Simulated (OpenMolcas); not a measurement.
A calculation on Nb V.

| Quantity | Value |
| --- | --- |
| Program | OpenMolcas |
| Method | XMS-CASPT2, IPEA 0.25 Eh, imaginary shift 0.1 Eh (closed shells correlated: 4s 4p) |
| Basis | ANO-RCC-VTZP [7s6p4d2f1g] |
| Scalar Hamiltonian | DKH2, point nucleus |
| Active space | 1 electron in 5 orbitals (4d) |
| State averaging | 2S+1 = 2 even, 5 roots |
| Spin-orbit coupling | RASSI with atomic mean-field integrals over the reference wave functions, term energies averaged over their components |

(1) Which level of the active space comes out lowest?

(2) How high does 4d ²D_5/2 lie?

Measured values: Moore, Atomic Energy Levels, vol. II, NSRDS-NBS 35 (1971 reprint of NBS Circular 467, 1952).

## Answers

(1) 4d ²D_3/2, with 100 % of that term; it is also the measured ground level.

(2) 1848 cm⁻¹ above the lowest level; measured 1870 cm⁻¹ above the ground level, so the calculation is off by -1 %.

CASPT2 breaks the degeneracy within a term, and the mean is taken; among the terms shown or strongly mixed into the levels shown the widest spread is 50 cm-1 (4d ²D). With one active electron, CASPT2 adds the correlation within the correlated inactive shells and between them and that electron, and leaves the splitting within a term as the reference gives it. Computed and measured levels are paired by configuration, term and J; levels that our copy of the source lacks, or whose pairing is in doubt (as where it misses far off the trend of its configuration), stay unpaired and out of the deviations. Levels of configurations outside the active space are missing.
